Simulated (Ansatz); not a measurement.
Consider the hydrogenolysis of the Si–Cl bond: `CO[SiH](N)Cl` + H₂ → `CO[SiH2]N` + HCl.

Program: Ansatz. Geometries: PBE0-D4/def2-TZVP. ΔE: electronic, gas phase. CCSD(T)/CBS adds triple-zeta CCSD(T) − MP2 to the extrapolated MP2 energy (def2 sets, frozen cores). This one scheme is used for every species. DFT in def2-TZVPP. Each species was taken in one conformer, which may not be the lowest.

Question: Is it downhill or uphill in electronic energy at CCSD(T)/CBS, and by how much? (Estimate.)

Answer: The calculation gave: Uphill: ΔE = +22.6 kcal/mol.

Question: What do these levels give: PBE-D4, ωB97X-V, PBE0, HF/def2-QZVPP, MP2/def2-QZVPP, MP2/CBS(def2)? (Best estimate.)

Answer: Ansatz gave: PBE-D4 22.5, ωB97X-V 22.3, PBE0 21.2, HF/def2-QZVPP 19.3, MP2/def2-QZVPP 24.4, MP2/CBS(def2) 24.9 kcal/mol.

Largest T1 diagnostic among the species: 0.011.

In def2-TZVPP, CCSD(T) changes the Hartree–Fock value by +2.0 kcal/mol (the triples alone add +0.8 kcal/mol) and MP2 by +4.3 kcal/mol. The D4 term adds +2.2 kcal/mol with B3LYP and +1.2 kcal/mol with PBE0; it sums over pairs of atoms, weighted by their polarisabilities, and B3LYP, whose exchange is more repulsive, gets the larger term.

B3LYP here is the variant with VWN-RPA as its local correlation; programs differ in this.
